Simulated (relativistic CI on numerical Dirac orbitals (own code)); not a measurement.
One change at a time: Pm²⁵⁺

Base calculation: Dirac-Coulomb-Breit CI, separate exchange-only KLI orbitals for each configuration, model QED (radiative potential, 1s self-energy scaled to tabulated hydrogen-like ionisation energies), unscaled Slater integrals.

Configurations in the expansion (outside the closed core [Ar] 3d10): 4s²4p⁶, 4s²4p⁵4d, 4s4p⁶4d, 4s²4p⁵4f, 4s4p⁶4f, 4s²4p⁵5s, 4s²4p⁵5p, 4p⁶4d4f, 4s4p⁶5s, 4s²4p⁵5d, 4s4p⁶5p, 4s²4p⁵5f, 4s²4p⁵5g, 4s4p⁶5d, 4s²4p⁵6s, 4s²4p⁵6p, 4p⁶4f5s, 4s4p⁶5f, 4s²4p⁵6d, 4s4p⁶5g, 4s²4p⁵6f, 4p⁶4d², 4p⁵4d³, 4p⁵4d²4f, 4p⁵4d²5s, 4p⁵4d²5p, 4p⁶4f², 4p⁵4d4f², 4p⁵4f³, 4p⁵4f²5s, 4p⁵4f²5p, 4p⁶4d5s, 4p⁵4d4f5s, 4p⁵4d5s², 4p⁵4d5s5p. Double excitations out of closed p, d and f shells are left out; levels of such configurations are missing from the list, as are those of other unlisted configurations, and high levels can miss mixing partners. These lack a partner that the ground configuration has and come out too high: 4s²4p⁵5d, 4s²4p⁵5f, 4s²4p⁵5g, 4s²4p⁵6s, 4s²4p⁵6p.

The lowest level and the first level of each name with at least 55 % of one term (blank where a level has no safe partner in the second run):

| Level | Base (cm⁻¹) | Shift (cm⁻¹) |
| --- | --- | --- |
| 4s²4p⁶ ¹S0 | 0 | 0 |
| 4s²4p⁵4d ³P°0 | 834147 | -90 |
| 4s²4p⁵4d ³P°1 | 854776 | -90 |
| 4s²4p⁵4d ³F°3 | 878388 | -94 |
| 4s²4p⁵4d ³F°4 | 907580 | -94 |
| 4s²4p⁵4d ³D°3 | 958102 | -89 |
| 4s²4p⁵4d ³D°1 | 1028644 | -93 |
| 4s²4p⁵4d ³F°2 | 1121987 | -93 |
| 4s²4p⁵4d ¹P°1 | 1293710 | -112 |
| 4s4p⁶4d ³D1 | 1716595 | -109 |
| 4s4p⁶4d ³D2 | 1734329 | -98 |
| 4s4p⁶4d ³D3 | 1773846 | -97 |
| 4s4p⁶4d ¹D2 | 1853021 | -35 |
| 4s²4p⁵4f ³G5 | 1998104 | -757 |

At this charge energies of transitions that change n are usually good to better than 1 %, and those within a shell (Δn = 0) to a few per cent.

(1) One thing was changed in a second run, which moved the levels as shown. Which?
A. Breit term removed
B. QED terms removed
C. configuration mixing switched off
D. one mean potential for all configurations

Answers

(1) D. One mean potential for all configurations. One potential for all configurations removes the relaxation of the orbitals, which moves whole configurations and changes the integrals a little.

LS names give the leading component of a level, which can be under half, so a name can repeat, a term be missing and a line seem to break the LS rules.
